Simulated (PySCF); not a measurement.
Electric field gradients and quadrupole coupling constants

C7H14O2Si.
Cartesian coordinates in Å at the GFN2-xTB level; atoms count from 1:
```
atom  x, y, z in Å
C1     2.6383   -0.3107   -1.3286
C2     1.9587    0.8212   -1.1803
C3     1.0739    1.1657   -0.0743
C4     0.4605    2.3515   -0.0763
C5     0.8485    0.1725    1.0197
Si6   -0.4275   -1.1739    0.5525
O7     0.0701   -2.1309   -0.6812
O8    -0.5090   -2.1611    1.8445
C9    -2.1265   -0.4013    0.1519
C10   -2.2270    0.1838   -1.2552
H11    3.2745   -0.4704   -2.1831
H12    2.5979   -1.1132   -0.6130
H13    2.0540    1.5921   -1.9364
H14   -0.2021    2.6496    0.7180
H15    0.6005    3.0636   -0.8728
H16    0.4909    0.6926    1.9065
H17    1.7892   -0.3052    1.2894
H18    0.3380   -1.7332   -1.5054
H19   -0.6944   -3.0869    1.7098
H20   -2.3585    0.3828    0.8727
H21   -2.9030   -1.1598    0.2698
H22   -3.2105    0.6192   -1.4223
H23   -1.4810    0.9612   -1.4014
H24   -2.0676   -0.5896   -2.0033
```

Field gradients from the PBE0/pcSseg-1 density (PySCF, non-relativistic), principal values in atomic units, ordered |Vxx| ≤ |Vyy| ≤ |Vzz|:

```json
{"atom": "O7", "Vxx": "-0.3220", "Vyy": "-1.1277", "Vzz": "1.4497"}
{"atom": "O8", "Vxx": "-0.4031", "Vyy": "-1.1308", "Vzz": "1.5339"}
```

Find the asymmetry η = (Vxx − Vyy)/Vzz and the couplings χ = eQV/h (234.96 MHz × Q in barn × V in au), with Q(17O) = −0.0256 b.

```
atom     environment  nucleus     η  χzz (MHz)  χxx (MHz)  χyy (MHz)
  O7  silanol oxygen      17O  0.56      -8.72       1.94       6.78
  O8  silanol oxygen      17O  0.47      -9.23       2.42       6.80
```

The tensor is traceless: Vxx + Vyy + Vzz = 0.

What is Vzz at O7 in SI units (1 au = 9.71736 × 10²¹ V/m²)?

1.4497 au = 14.087 × 10²¹ V/m².

And the gradient at the other heavy atoms, for which no coupling is worked out here?

| atom | environment | Vzz (au) | η |
| --- | --- | --- | --- |
| C1 | terminal =CH2 carbon | 0.320 | 0.34 |
| C2 | alkene CH carbon | 0.343 | 0.50 |
| C3 | fully substituted alkene carbon | 0.340 | 0.54 |
| C4 | terminal =CH2 carbon | 0.264 | 0.39 |
| C5 | sp3 carbon bound to silicon | 0.097 | 0.93 |
| Si6 | oxygen-bound silicon | 0.346 | 0.95 |
| C9 | sp3 carbon bound to silicon | -0.097 | 0.65 |
| C10 | methyl carbon | 0.078 | 0.35 |

What couplings would deuterons (Q(2H) = 0.00286 b) have in place of the hydrogens, at this geometry?

```
atom  bonded to  bond length (Å)  Vzz (au)     η  χzz (kHz)
 H11         C1            1.077    0.3366  0.05        226
 H12         C1            1.076    0.3349  0.05        225
 H13         C2            1.084    0.3186  0.07        214
 H14         C4            1.076    0.3385  0.06        227
 H15         C4            1.078    0.3365  0.07        226
 H16         C5            1.088    0.3163  0.04        213
 H17         C5            1.089    0.3153  0.05        212
 H18         O7            0.954    0.5083  0.06        342
 H19         O8            0.954    0.5123  0.06        344
 H20         C9            1.090    0.3160  0.02        212
 H21         C9            1.092    0.3124  0.02        210
 H22        C10            1.088    0.3152  0.02        212
 H23        C10            1.087    0.3104  0.02        209
 H24        C10            1.088    0.3155  0.02        212
```

Isolated species at its GFN2-xTB geometry (one conformer only). GFN2-xTB bond lengths can be off by several hundredths of an ångström, more for odd bonds, and the gradients follow them. With so small a basis the couplings can be 20 % off.
